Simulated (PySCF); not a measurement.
Compound: C5H6N2Si.
InChI=1S/C5H6N2Si/c1-2-3-4-7-8-5-6/h4H,8H2,1H3/b7-4-

Computed with TDDFT B3LYP/def2-SVPD, vertical, gas phase, core orbitals frozen in the response (PySCF). Geometry: PBE0-D3(BJ)/def2-SVP, one conformer, isolated molecule. Torsions of this conformer, `[CH3:1][C:2]#[C:3]/[CH:4]=[N:5]\[SiH2:6][C:7]#[N:8]`: C4–N5–Si6–C7 6°.

Computed states:

```tsv
state	E (eV)	f
S1	3.82	0.0007
S2	4.34	0.0003
S3	5.00	0.199
S4	5.77	0.059
S5	5.93	0.0019
S6	6.10	0.0006
S7	6.27	0.075
S8	6.35	0.011
S9	6.48	0.0006
S10	6.52	0.0030
```

Each state is given a Gaussian of 0.3 eV full width at half maximum, with ε(max) = 2.175×10⁸ f / Δν̃ (Δν̃ the width in cm⁻¹). The width is an assumption, not a result. The curve ends short of the highest state used, and states not computed would add to its high-energy end.

(1) What does the envelope look like, and where are its maxima?

(2) Coming from long wavelengths, where does ε first pass 100 L mol⁻¹ cm⁻¹?

(3) On this curve, what absorbance would a 10⁻⁴ mol/L sample give at 308 nm over a 1 cm path?

Answers

(1) 
```csv
λ (nm),ε (L mol⁻¹ cm⁻¹)
209.5,2964
213.2,5033
216.9,4901
220.6,2716
224.3,902
228.0,239
231.7,450
235.4,2080
239.1,6390
242.8,12848
246.4,17452
250.1,16831
253.8,11722
257.5,6062
261.2,2388
264.9,734
268.6,182
272.3,41
276.0,17
279.7,19
283.4,23
287.0,23
290.7,20
294.4,15
298.1,10
301.8,9
305.5,13
309.2,22
312.9,34
316.6,49
320.3,60
324.0,65
327.6,64
331.3,55
335.0,43
338.7,31
342.4,20
346.1,12
349.8,7
353.5,3
357.2,2
360.9,1
364.6,0
368.2,0
```

Maxima: 325 nm (3.82 eV), ε about 66, made up of S1 (100%); 286 nm (4.34 eV), ε about 23, made up of S2 (100%); 248 nm (5.00 eV), ε about 18000, made up of S3 (100%); 215 nm (5.77 eV), ε about 5300, made up of S4 (98%) (ε in L mol⁻¹ cm⁻¹; maxima over ε = 5, shares over 10%).

(2) At about 270 nm (4.59 eV), 0.77 eV above S1.

(3) 308 nm is 4.025 eV, where ε is about 18 L mol⁻¹ cm⁻¹, so A = ε c l ≈ 0.0018 (Beer–Lambert, with the gas-phase spectrum and the assumed width).

The vertical ionisation energy (ΔSCF) is 9.57 eV, 3.05 eV above S10.
